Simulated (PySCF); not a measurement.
B3H5N3, SMILES B1[N]BNBN1 (connectivity only; charge and spin as stated), charge -1, multiplicity 1. Atoms are numbered in the order given.

```xyz
11

B      0.0000     1.1918    -0.8052
N      0.0000     0.0000    -1.5257
B      0.0000    -1.1918    -0.8052
N      0.0000    -1.2115     0.6694
B      0.0000     0.0000     1.4108
N      0.0000     1.2115     0.6694
H      0.0000     2.3196    -1.3187
H      0.0000    -2.3196    -1.3187
H      0.0000    -2.0971     1.1546
H      0.0000     0.0000     2.6338
H      0.0000     2.0971     1.1546
```
Charge -1, spin multiplicity 1.

Geometry: PBE0-D3(BJ)/def2-SVPD. The spin state was assumed, not searched. The isomer is the one that the SMILES or the coordinates give; other isomers of the formula were not compared.

Method: PBE/def2-SVPD in PySCF.

Gas-phase values at a fixed geometry. A positive occupied level means that this level leaves the electron formally unbound; only the finite basis holds it.

```
Quantity                                                           Result
------------------------------------------------  -----------------------
total energy                                           -241.57390 hartree
point group                                                           C2v
highest occupied level                                            0.37 eV
lowest empty level                                                3.45 eV
orbital gap                                                       3.09 eV
dipole moment about the centre of nuclear charge                   4.63 D
mean static polarisability                          83.5 bohr³ (12.37 Å³)
polarisability, principal values                  55.2, 94.0, 101.2 bohr³
```
